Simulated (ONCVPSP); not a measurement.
Configuration tests for boron (ONCV)

```
Element                 : boron (B)
Generator               : ONCVPSP 4.0.1
Type                    : optimised norm-conserving Vanderbilt (ONCV)
Functional              : PBE
Relativity              : scalar-relativistic
Frozen core             : [He]
Valence charge          : 3
Reference configuration : 2s2 (charge +1)
Partial waves           : 2s: rc 1.72 bohr, ncon 3, nbas 6, qcut 4.2 1/bohr, 1 projector; p scattering state at 0.39 Ha: rc 1.30 bohr, ncon 4, nbas 8, qcut 7.7 1/bohr, 3 projectors, debl 2.9 Ha; d scattering state at 0.18 Ha: rc 1.88 bohr, ncon 3, nbas 6, qcut 6 1/bohr, 2 projectors, debl 1.8 Ha
Local potential         : polynomial inside 1.02 bohr (lpopt 1, dvloc0 6 Ha)
Core correction         : Teter function, fcfact 2.25, rcfact 1.75
```

In the p channel the program set the typed energies aside and used 0.050, 2.950, 5.850 Ha.

Energies are relative to the spin-unpolarised reference configuration 2s2; without spin polarisation the order of configurations can differ from experiment.

```
valence configuration  charge  ΔE all-electron (eV)  error AE − PS (meV)
                  2s1      +2                25.422                 -3.5
            2s2 2p0.5    +0.5                -5.332                 +7.0
```

**Question.** What are ΔE and the potential's error for 2s2 2p1?

**Answer.** ΔE = -8.219 eV all-electron; the error (AE − PS) is +18 meV.

**Question.** What are ΔE and the potential's error for 2s0 2p3?

**Answer.** ΔE = 3.501 eV all-electron; the error (AE − PS) is +69 meV.

Levels in the configuration 2s1:

| level | all-electron (eV) | pseudo (eV) |
| --- | --- | --- |
| 2s | -31.475 | -31.489 |
